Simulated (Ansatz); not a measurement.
Mg₅S₄. Total charge 0; singlet. Geometry B3LYP-D4/def2-SVP.

```xyz
9

Mg    0.121    0.507    1.553
Mg    1.264    1.454   -1.104
Mg   -1.488    0.297   -1.138
Mg    0.914   -1.488   -0.742
Mg   -1.492   -1.317    3.082
S    -0.727    2.266    0.053
S     2.316    0.004    0.555
S    -1.240   -1.571    0.437
S     0.332   -0.153   -2.695
```

The restricted singlet is unstable towards broken spin symmetry at other levels; at LDA (SPW92)/def2-TZVP, PBE-D4/def2-SVP, PBE-D4/def2-TZVP, r2SCAN-D4/def2-TZVP and others this wasn't settled. Another isomer (singlet) lies 0.08 eV lower at PBE0-D4/def2-TZVP; other spin states weren't run for this one.

**Question.** Estimate the orbital energies around the gap (eV) in Ansatz with LDA (SPW92)/def2-TZVP, PBE-D4/def2-SVP, PBE-D4/def2-TZVP, r2SCAN-D4/def2-TZVP, PBE0-D4/def2-SVP.

**Answer.** 
| orbital | LDA (SPW92)/def2-TZVP | PBE-D4/def2-SVP | PBE-D4/def2-TZVP | r2SCAN-D4/def2-TZVP | PBE0-D4/def2-SVP |
| --- | --- | --- | --- | --- | --- |
| HOMO−5 | -6.14 | -6.05 | -5.98 | -6.24 | -7.12 |
| HOMO−4 | -6.09 | -5.99 | -5.93 | -6.19 | -7.06 |
| HOMO−3 | -5.99 | -5.90 | -5.83 | -6.08 | -6.97 |
| HOMO−2 | -5.92 | -5.80 | -5.75 | -5.99 | -6.89 |
| HOMO−1 | -5.88 | -5.76 | -5.72 | -5.95 | -6.84 |
| HOMO | -4.67 | -4.56 | -4.52 | -4.54 | -5.17 |
| LUMO | -3.12 | -2.97 | -2.92 | -2.70 | -2.36 |
| LUMO+1 | -2.74 | -2.57 | -2.55 | -2.26 | -1.93 |
| LUMO+2 | -2.20 | -2.02 | -2.01 | -1.68 | -1.34 |
| LUMO+3 | -2.10 | -1.90 | -1.90 | -1.51 | -1.23 |
| LUMO+4 | -1.72 | -1.57 | -1.55 | -1.34 | -0.95 |
| LUMO+5 | -0.78 | -0.53 | -0.56 | -0.22 | 0.12 |
